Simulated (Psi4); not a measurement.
C$_{3}$H$_{10}$GeO$_{3}$ (SMILES C[O][GeH]([O]C)[O]C), singlet, geometry from GFN2-xTB, atoms displaced at random by about 0.08 Å a coordinate; HF/STO-3G, gradient in Psi4 1.11.

Psi4 was given this input:
```
memory 2 GB

molecule mol {
0 1
Ge   -0.120512   -0.063147    0.428016
O    -1.330255   -0.872265   -0.023756
C    -1.468742   -2.376896   -0.236053
O     1.455721   -0.743680   -0.566411
C     2.603183    0.018224   -0.662370
O    -0.074299    1.737704   -0.009989
C    -1.199095    2.331478    0.268770
H     0.168766   -0.143977    1.976134
H    -0.747359   -2.846212   -0.914547
H    -1.589904   -2.695463    0.702920
H    -2.398408   -2.428916   -0.809792
H     3.311893   -0.254451    0.370945
H     3.236917   -0.683485   -1.421397
H     2.573555    1.072097   -1.044947
H    -1.435045    2.701239    1.116982
H    -2.240342    1.941499   -0.358932
H    -1.136211    3.312326   -0.564400
symmetry c1
no_reorient
no_com
}

set {
  basis sto-3g
  reference rhf
}

gradient('scf')
print_variables()
```

What the program printed (banner, timings and long lists left out):

```
gradient() will perform analytic gradient computation.

   => Loading Basis Set <=

    Name: STO-3G
    Role: ORBITAL
    Keyword: BASIS

         ---------------------------------------------------------
                                   SCF
               by Justin Turney, Rob Parrish, Andy Simmonett
                          and Daniel G. A. Smith
                              RHF Reference
         ---------------------------------------------------------

  ==> Geometry <==

    Molecular point group: c1
    Full point group: C1

    Geometry (in Angstrom), charge = 0, multiplicity = 1:

       Center              X                  Y                   Z               Mass
    ------------   -----------------  -----------------  -----------------  -----------------
         GE          -0.120512000000    -0.063147000000     0.428016000000    73.921177761000
         O           -1.330255000000    -0.872265000000    -0.023756000000    15.994914619570
         C           -1.468742000000    -2.376896000000    -0.236053000000    12.000000000000
         O            1.455721000000    -0.743680000000    -0.566411000000    15.994914619570
         C            2.603183000000     0.018224000000    -0.662370000000    12.000000000000
         O           -0.074299000000     1.737704000000    -0.009989000000    15.994914619570
         C           -1.199095000000     2.331478000000     0.268770000000    12.000000000000
         H            0.168766000000    -0.143977000000     1.976134000000     1.007825032230
         H           -0.747359000000    -2.846212000000    -0.914547000000     1.007825032230
         H           -1.589904000000    -2.695463000000     0.702920000000     1.007825032230
         H           -2.398408000000    -2.428916000000    -0.809792000000     1.007825032230
         H            3.311893000000    -0.254451000000     0.370945000000     1.007825032230
         H            3.236917000000    -0.683485000000    -1.421397000000     1.007825032230
         H            2.573555000000     1.072097000000    -1.044947000000     1.007825032230
         H           -1.435045000000     2.701239000000     1.116982000000     1.007825032230
         H           -2.240342000000     1.941499000000    -0.358932000000     1.007825032230
         H           -1.136211000000     3.312326000000    -0.564400000000     1.007825032230

  Running in c1 symmetry.

  Rotational constants: A =      0.06341  B =      0.06069  C =      0.03426 [cm^-1]
[...]
  @DF-RHF Final Energy: -2391.14320913745814
    Total Energy =                      -2391.1432091374581432
[...]
         H           -1.136211000000     3.312326000000    -0.564400000000     1.007825032230

  Nuclear repulsion =  627.313252927083909

  ==> Basis Set <==

  Basis Set: STO-3G
    Blend: STO-3G
    Number of shells: 36
    Number of basis functions: 58
    Number of Cartesian functions: 59
    Spherical Harmonics?: true
    Max angular momentum: 2

  ==> DFJKGrad: Density-Fitted SCF Gradients <==

    Gradient:                    1
    J tasked:                  Yes
    K tasked:                  Yes
    wK tasked:                  No
    Integrals threads:           1
    Schwarz Cutoff:          1E-12
    Fitting Condition:       1E-10

   => Auxiliary Basis Set <=

  Basis Set: (STO-3G AUX)
    Blend: DEF2-UNIVERSAL-JKFIT
    Number of shells: 270
    Number of basis functions: 902
    Number of Cartesian functions: 1117
    Spherical Harmonics?: true
    Max angular momentum: 5

  -Total Gradient:
     Atom            X                  Y                   Z
    ------   -----------------  -----------------  -----------------
       1       -0.193269298967    -0.060999726938    -0.029707744879
       2        0.081883279401     0.120894905286     0.057396771865
       3        0.013007581662    -0.143845908566     0.099274265359
       4        0.118910051862    -0.014386859564    -0.039738671606
       5       -0.129357147044     0.090678537028    -0.025428276257
       6       -0.099711248524     0.144553307960    -0.008897812744
       7        0.152515096657    -0.096954267382     0.320510583586
       8        0.008238883041    -0.002445339718     0.042142961713
       9       -0.015614211131    -0.004260856856    -0.020685601223
      10        0.004405810596     0.061382152228    -0.089448195131
      11        0.006122414244     0.009702319198    -0.010328185046
      12        0.054125920418    -0.053583735918     0.072544282460
      13        0.030841788499    -0.060620726330    -0.030570026262
      14       -0.000635175845     0.016627643383    -0.019170906269
      15        0.037125346118    -0.053704715102    -0.165168106942
      16       -0.075117499217    -0.004784443899    -0.069861057571
      17        0.006528408245     0.051747715196    -0.082864281094

  Variable Map:
  ----------------------------------------------------------------------------
[...]
  Array Variable Map:
  ----------------------------------------------------------------------------
[...]
[...]
```
